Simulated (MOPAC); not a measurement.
MOPAC input (PM3):

```
PM3 FORCE THERMO(298,298) PRECISE LET GEO-OK AUX(PRECISION=9) THREADS=1
H2Se

Se   -0.00115766 1    0.05313591 1    0.00087446 1
H    -1.05009465 1   -0.97641354 1   -0.01248071 1
H     1.09162161 1   -0.92964696 1   -0.01888719 1
```

Output:

```
 *******************************************************************************
 **                                                                           **
 **                              MOPAC v23.2.5                                **
 **                                                                           **
 *******************************************************************************
 ** MOPAC's Digital Object Identifier: https://doi.org/10.5281/zenodo.6511958 **
 **                                                                           **
 ** Please cite the open-source release paper for use of this MOPAC version:  **
 ** J. E. Moussa and J. J. P. Stewart (2026)                                  **
 ** MOPAC: An open-source semiempirical molecular orbital program             **
 ** J. Open Source Softw., 11(119), 8025, https://doi.org/10.21105/joss.08025 **
 *******************************************************************************

                              PM3 CALCULATION RESULTS

 *******************************************************************************
 *  PM3        - The PM3 Hamiltonian to be used
 *  GEO-OK     - OVERRIDE INTERATOMIC DISTANCE AND OTHER SAFETY CHECKS
 *  LET        - OVERRIDE SOME SAFETY CHECKS
 *  PRECISE    - TIGHTER CRITERIA TO BE USED
 *  FORCE      - FORCE CALCULATION SPECIFIED
 *  AUX        - OUTPUT AUXILIARY INFORMATION
 *  THERMO     - THERMODYNAMIC QUANTITIES TO BE CALCULATED
 *******************************************************************************
PM3 FORCE THERMO(298,298) PRECISE LET GEO-OK AUX(PRECISION=9) THREADS=1
 H2Se

   ATOM   CHEMICAL          X               Y               Z
  NUMBER   SYMBOL      (ANGSTROMS)     (ANGSTROMS)     (ANGSTROMS)

     1      Se         -0.00115766  *   0.05313591  *   0.00087446  *
     2       H         -1.05009465  *  -0.97641354  *  -0.01248071  *
     3       H          1.09162161  *  -0.92964696  *  -0.01888719  *

          CARTESIAN COORDINATES

    NO.       ATOM           X           Y           Z

     1        Se         -0.0012      0.0531      0.0009
     2         H         -1.0501     -0.9764     -0.0125
     3         H          1.0916     -0.9296     -0.0189

  H: (PM3): J. J. P. STEWART, J. COMP. CHEM. 10, 209 (1989).
 Se: (PM3): J. J. P. STEWART, J. COMP. CHEM. 12, 320-341 (1991).

           Empirical Formula: H2 Se  =     3 atoms

      MOLECULAR POINT GROUP   :   C2v

      RHF CALCULATION, NO. OF DOUBLY OCCUPIED LEVELS = 4

          HEAT OF FORMATION =      22.724809 KCALS/MOLE

          CARTESIAN COORDINATE DERIVATIVES

   NUMBER  ATOM         X            Y            Z

     1      Se     -0.002635    -0.002803     0.000000
     2       H     -0.002418     0.004912     0.000000
     3       H      0.005053    -0.002109     0.000000

 DIPOLE           X         Y         Z       TOTAL
 POINT-CHG.    -0.122    -0.130     0.000     0.178
 HYBRID         1.045     1.112    -0.000     1.525
 SUM            0.923     0.982     0.000     1.347

          GRADIENT NORM =   0.00865

          MOLECULAR WEIGHT =   80.98

          ROTATIONAL CONSTANTS IN CM(-1)

          A =    8.46513924   B =    7.28910603   C =    3.91661399

           PRINCIPAL MOMENTS OF INERTIA IN UNITS OF 10**(-40)*GRAM-CM**2

          A =        3.3068   B =        3.8404   C =        7.1472

          ORIENTATION OF MOLECULE IN FORCE CALCULATION

    NO.       ATOM         X         Y         Z

     1         Se      -0.0172   -0.0183    0.0000
     2          H       1.4527   -0.0183    0.0000
     3          H      -0.1084    1.4487   -0.0000

    FIRST DERIVATIVES WILL BE USED IN THE CALCULATION OF SECOND DERIVATIVES

    FOR POINT-GROUP C2v  THERE ARE   4 UNIQUE SYMMETRY FUNCTIONS.


(To convert to Hartree/Bohr^2, multiply by (10^(-21) x N x a0^2)/(4.184 x 627.51) =  0.0642)

           FORCE MATRIX IN MILLIDYNES/ANGSTROM

                 Se  1       H  2       H  3
 ------------------------------------------
    Se    1   2.506935
     H    2   1.557870   1.536315
     H    3   1.557869   0.229795   1.536315

          HEAT OF FORMATION =      22.724809 KCALS/MOLE

          ZERO POINT ENERGY       5.868 KCAL/MOL

           NORMAL COORDINATE ANALYSIS (Total motion = 1 Angstrom)

   Root No.       1         2         3

                 1 A1      2 A1      1 B2

                 885.1    1606.5    1612.8

           1   -0.0062   -0.0060   -0.0067
           2   -0.0066   -0.0064    0.0063
           3    0.0000    0.0000   -0.0000
           4   -0.0105    0.4956    0.4954
           5    0.4954    0.0043    0.0000
           6   -0.0000   -0.0000   -0.0000
           7    0.4951   -0.0265    0.0308
           8    0.0203    0.4949   -0.4944
           9   -0.0000   -0.0000    0.0000

           MASS-WEIGHTED COORDINATE ANALYSIS (NORMAL COORDINATES)

   Root No.       1         2         3

                 1 A1      2 A1      1 B2

                 885.1    1606.5    1612.8

           1   -0.0776   -0.0752   -0.0843
           2   -0.0826   -0.0800    0.0792
           3    0.0000    0.0000   -0.0000
           4   -0.0149    0.7028    0.7024
           5    0.7024    0.0060    0.0000
           6   -0.0000   -0.0000   -0.0000
           7    0.7020   -0.0376    0.0436
           8    0.0288    0.7018   -0.7010
           9   -0.0000   -0.0000    0.0000

          DESCRIPTION OF VIBRATIONS

 VIBRATION          1    1A1         ATOM PAIR     ENERGY CONTRIBUTION    RADIAL
 FREQUENCY           885.11         Se1 -- H 3         +50.0% ( 50.7%)      0.6%
 TRANSITION DIPOLE   0.3231         Se1 -- H 2         +50.0% ( 50.7%)      0.6%
 TRAVEL (Ang.)       0.3887
 REDUCED MASS        0.5041
 EFFECTIVE MASS      1.2532
 FORCE CONSTANT      0.2327

 VIBRATION          2    2A1         ATOM PAIR     ENERGY CONTRIBUTION    RADIAL
 FREQUENCY          1606.52         Se1 -- H 2         +50.0% ( 70.8%)     98.8%
 TRANSITION DIPOLE   0.3494         Se1 -- H 3         +50.0% ( 70.8%)     98.8%
 TRAVEL (Ang.)       0.2888
 REDUCED MASS        0.5033
 EFFECTIVE MASS      1.2104
 FORCE CONSTANT      0.7654

 VIBRATION          3    1B2         ATOM PAIR     ENERGY CONTRIBUTION    RADIAL
 FREQUENCY          1612.77         Se1 -- H 3         +50.0% ( 70.6%)     99.0%
 TRANSITION DIPOLE   0.7103         Se1 -- H 2         +50.0% ( 70.6%)     99.0%
 TRAVEL (Ang.)       0.2878
 REDUCED MASS        0.5047
 EFFECTIVE MASS      1.2307
 FORCE CONSTANT      0.7734

      SYMMETRY NUMBER FOR POINT-GROUP C2v =  2

          SYSTEM IS A GROUND STATE

 H2Se

          MOLECULE IS NOT LINEAR

          THERE ARE  3 GENUINE VIBRATIONS IN THIS SYSTEM
          THIS THERMODYNAMICS CALCULATION IS LIMITED TO
          MOLECULES WHICH HAVE NO INTERNAL ROTATIONS

                    CALCULATED THERMODYNAMIC PROPERTIES
                                          *
   TEMP. (K)   PARTITION FUNCTION   H.O.F.    ENTHALPY  HEAT CAPACITY ENTROPY
                                   KCAL/MOL   CAL/MOLE    CAL/K/MOL  CAL/K/MOL

 298.00  VIB.     0.1015D+01                    39.6431     0.6214     0.1626
         ROT.     0.1699D+03                   888.2803     2.9808    13.1859
         INT.     0.1725D+03                   927.9234     3.6022    13.3485
         TRA.     0.7045D+27                  1480.4672     4.9680    39.0868
         TOT.                       22.725    2408.3906     8.5702    52.4352

   *: NOTE: HEATS OF FORMATION ARE RELATIVE TO THE
            ELEMENTS IN THEIR STANDARD STATE AT 298K
              (=  Standard Enthalpy of Formation).

            Hvib:  Zero-point energy is not included.
                   frequencies of less than zero cm-1 are not included.
            Hrot = (3/2)RT
            Htra = (3/2)RT + pV = (5/2)RT

            Heat capacity is Cp, not Cv

          For more information, see: HTTP://OpenMOPAC.net/Manual/thermochemistry.html

           FORCE CONSTANT IN CARTESIAN COORDINATES (Millidynes/A)

    ATOM   CHEMICAL       X               Y               Z
   NUMBER   SYMBOL  FORCE CONSTANT  FORCE CONSTANT  FORCE CONSTANT

      1      Se        1.757284        1.775659       -0.000511
      2       H        1.519101        0.229420       -0.000051
      3       H        0.234195        1.514326       -0.000051

 **********************
 *                    *
 * JOB ENDED NORMALLY *
 *                    *
 **********************

 == MOPAC DONE ==
```
